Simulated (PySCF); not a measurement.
# Two-component Hartree-Fock for La⁻ (lanthanum, charge -1)

Start: [Xe] 5d2 6s2; 5d3/2 filled at m_j = +1/2, +3/2. Calculated with PySCF 2.14 in x2c-TZVPall-2c with one added diffuse shell each of s, p, d type (12s12p11d2f, 117 functions): generalised Hartree-Fock with the X2C-1e Hamiltonian and a Gaussian nucleus; one run each with spin-orbit coupling (SO) switched off, then screened by Boettger's factors.

```csv
spinor shell,electrons,"ε, spin-free (eV)","ε, screened SO (eV)",weight of nominal j (screened SO),"rms radius, screened SO (bohr)"
1s1/2,2,-39116.2,-39111.1,1.000,0.0286
2s1/2,2,-6331.2,-6329.6,1.000,0.116
2p1/2,2,-5667.0,-5955.8,1.000,0.100
2p3/2,4,-5667.0,-5539.1,1.000,0.106
3s1/2,2,-1396.3,-1395.8,1.000,0.303
3p1/2,2,-1179.3,-1236.9,1.000,0.295
3p3/2,4,-1179.3,-1153.5,1.000,0.308
3d3/2,4,-867.61,-877.89,1.000,0.279
3d5/2,6,-867.61,-860.21,1.000,0.283
4s1/2,2,-297.49,-297.29,1.000,0.694
4p1/2,2,-224.06,-236.36,1.000,0.719
4p3/2,4,-224.06,-218.42,1.000,0.746
4d3/2,4,-114.45,-116.30,0.999,0.820
4d5/2,6,-114.45,-113.01,0.999,0.830
5s1/2,2,-44.181,-44.114,1.000,1.68
5p1/2,2,-23.566,-26.044,0.926,1.92
5p3/2,4,-23.566,-22.351,0.963,1.96
5d3/2,2,-2.081,-2.122,0.786,3.51
6s1/2,2,-0.734,-0.724,0.996,7.98
```

```csv
quantity,spin-free,screened SO
E (hartree),-8487.68216,-8491.13023
M_J,2,2
⟨J²⟩,8.406,7.795
⟨L²⟩,12.028,11.964
⟨S²⟩,2.378,2.384
```

At GHF the highest occupied level has a positive energy, so only the finite basis holds that electron. The determinant has a definite M_J but mixes levels of different J.

Each row is a mean over spinors that exchange with the open shell spreads, by up to 1.663 eV (6s1/2).

Rows whose weight is well below 1 are mixtures of j = l ± 1/2: exchange outweighs spin-orbit coupling there, and the label is only the starting occupation.

Breit and QED terms are absent; they matter most for the inner s and p1/2 levels.

Densities and radii are taken from the X2C orbitals without a picture-change correction, which distorts them close to the nucleus.

Without spin-orbit coupling the j labels of p, d and f shells carry no meaning; the spin-free column gives the mean over the occupied spinors of each nl shell, and its ⟨J²⟩ belongs to a mixture of degenerate components.
